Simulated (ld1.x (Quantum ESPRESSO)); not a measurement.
**Which change was made? (La, TM)**

lanthanum (La), norm-conserving Troullier–Martins (Kleinman–Bylander form), made with ld1.x (Quantum ESPRESSO) 7.5 (LDA (PZ), non-relativistic). Core [Kr] 4d10, reference 4f0 5s2 5p6 5d1 6s2 6p0. Waves: 5p (bound): rc 3.10 bohr; 5d (bound): rc 2.45 bohr; 4f (bound, empty): rc 1.30 bohr; 5s (bound): rc 1.60 bohr. Local part: the s channel. Core correction: none.

Occupied shells without a wave of their own: 6s. They enter only through the test configuration that unscreens the potential.

Cutoffs, loose and tight: the cutoffs (Ry, on a coarse ladder) from which the occupation-weighted sum of valence levels, in a spherical-Bessel basis at the reference potential, stays within 10 and 1 mRy of its value at 400 Ry. They do not see the model core or the augmentation charge, which bear on the density cutoff. Test errors are all-electron minus pseudo excitation energies from the reference, over the configurations 4f0 5s2 5p6 5d1 6s1 6p0; 4f0 5s2 5p6 5d1 6s0 6p0; 4f0 5s2 5p6 5d0 6s0 6p0; 4f0 5s2 5p6 5d1 6s0 6p1; 4f0 5s2 5p6 5d0 6s2 6p1; 4f0 5s1 5p6 5d1 6s2 6p0; 4f0 5s2 5p6 5d2 6s1 6p0 (two spin-polarised tests are not counted in the largest error); variants that change the core or the reference have their own tests. The largest error is taken over the tests solved by every variant that gives reliable tests at all, those not shown here included: 4f0 5s1 5p6 5d1 6s2 6p0; 4f0 5s2 5p6 5d0 6s0 6p0; 4f0 5s2 5p6 5d0 6s2 6p1; 4f0 5s2 5p6 5d1 6s0 6p0; 4f0 5s2 5p6 5d1 6s0 6p1; 4f0 5s2 5p6 5d1 6s1 6p0.

The base gives: outcome: generated; cutoff, loose: 40 Ry; cutoff, tight: 80 Ry; bound ghosts: p; largest test error (meV): -215.

(1) After one change the result is: outcome: failed: run_pseudo: Errors in PS-KS equation. Which change was it?
A. scalar-relativistic
B. all radii scaled by about 1.31 (s 2.10, p 4.08, d 3.22, f 1.70 bohr)
C. core [Kr], valence charge 21; reference 4d10 4f0 5s2 5p6 5d1 6s1.5 6p0.5; waves now 5p (bound): rc 3.15 bohr; 4d (bound): rc 0.30 bohr; 4f (bound): rc 1.75 bohr; 5s (bound): rc 2.00 bohr; core correction a·sin(br)/r model core inside 0.25 bohr

Results:

(1) C. The others give: all radii scaled by about 1.31 (s 2.10, p 4.08, d 3.22, f 1.70 bohr) → outcome: generated, misses its reference levels by 0.19 eV; cutoff, loose: 35 Ry; cutoff, tight: 50 Ry; bound ghosts: p; largest test error (meV): -1013 | scalar-relativistic → outcome: generated; cutoff, loose: 45 Ry; cutoff, tight: 90 Ry; bound ghosts: none; largest test error (meV): -244.
